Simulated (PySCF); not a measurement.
Molfile (atoms numbered from 1):
```
C7H8OSi2
     RDKit          3D

 18 18  0  0  0  0  0  0  0  0999 V2000
   -4.4852    0.9536   -0.9650 C   0  0  0  0  0  0  0  0  0  0  0  0
   -3.6458    0.4419   -0.2738 C   0  0  0  0  0  0  0  0  0  0  0  0
   -2.3602   -0.3249    0.8143 Si  0  0  2  0  0  4  0  0  0  0  0  0
   -0.6975    0.5463    0.7030 C   0  0  0  0  0  0  0  0  0  0  0  0
    0.2745   -0.2178    0.1667 C   0  0  0  0  0  0  0  0  0  0  0  0
    1.5959    0.2188   -0.0108 C   0  0  0  0  0  0  0  0  0  0  0  0
    2.7360    0.5744   -0.1735 C   0  0  0  0  0  0  0  0  0  0  0  0
    4.1000    1.0122   -0.3675 C   0  0  0  0  0  0  0  0  0  0  0  0
   -0.3350   -1.9511   -0.3285 Si  0  0  0  0  0  4  0  0  0  0  0  0
   -1.8852   -1.7618    0.1525 O   0  0  0  0  0  0  0  0  0  0  0  0
   -5.2197    1.3954   -1.5758 H   0  0  0  0  0  0  0  0  0  0  0  0
   -2.8652   -0.6275    2.1506 H   0  0  0  0  0  0  0  0  0  0  0  0
   -0.5001    1.5588    1.0289 H   0  0  0  0  0  0  0  0  0  0  0  0
    4.5087    1.3907    0.5700 H   0  0  0  0  0  0  0  0  0  0  0  0
    4.7193    0.1847   -0.7149 H   0  0  0  0  0  0  0  0  0  0  0  0
    4.1305    1.8116   -1.1087 H   0  0  0  0  0  0  0  0  0  0  0  0
    0.2516   -3.0175    0.4756 H   0  0  0  0  0  0  0  0  0  0  0  0
   -0.3315   -2.1816   -1.7679 H   0  0  0  0  0  0  0  0  0  0  0  0
  1  2  3  0
  2  3  1  0
  3  4  1  0
  4  5  2  0
  5  6  1  0
  6  7  3  0
  7  8  1  0
  5  9  1  0
  9 10  1  0
 10  3  1  0
  1 11  1  0
  3 12  1  1
  4 13  1  0
  8 14  1  0
  8 15  1  0
  8 16  1  0
  9 17  1  0
  9 18  1  0
M  END
```

[PySCF: GFN2-xTB structure; σ from GIAO-PBE0/pcSseg-1; relativity neglected; gas phase; one conformer; averaged over atoms made equivalent by symmetry, fast rotation or ring inversion]

Q: Predict the 2D correlation tables (HSQC, COSY, HMBC).

A: 

HSQC (one-bond C–H):
```csv
δH,δC
7.31 (H13),159.2 (C4)
2.31 (H14/H15/H16),6.6 (C8)
2.00 (H11),102.5 (C1)
```

COSY cross peaks (H two or three bonds apart, from the bond graph; peaks can be absent where the dihedral angle is near 90°):
```csv
δH,δH
7.31 (H13),5.44 (H12)
5.23 (H18),5.17 (H17)
```

HMBC (two and three bonds, from the bond graph):
```csv
δH,δC
7.31 (H13),"155.0 (C5), 89.1 (C2), 84.8 (C6)"
5.44 (H12),"159.2 (C4), 155.0 (C5), 102.5 (C1), 89.1 (C2)"
5.23 (H18),"159.2 (C4), 155.0 (C5), 84.8 (C6)"
5.17 (H17),"159.2 (C4), 155.0 (C5), 84.8 (C6)"
2.31 (H14/H15/H16),"110.1 (C7), 84.8 (C6)"
2.00 (H11),89.1 (C2)
```

Shifts are taken against calculated references (same method and geometry level): ¹H (σref 31.72), ¹³C (σref 186.93) against TMS.

Shifts are as computed. Against solution values, carbons near 30 ppm lie about +3 ppm off and those near 130 ppm about +5 ppm. Of 1309 compounds with measured shifts, 239 miss one by over three times the rms of a fit or turn the order of signals round; such compounds aren't used in these exercises.
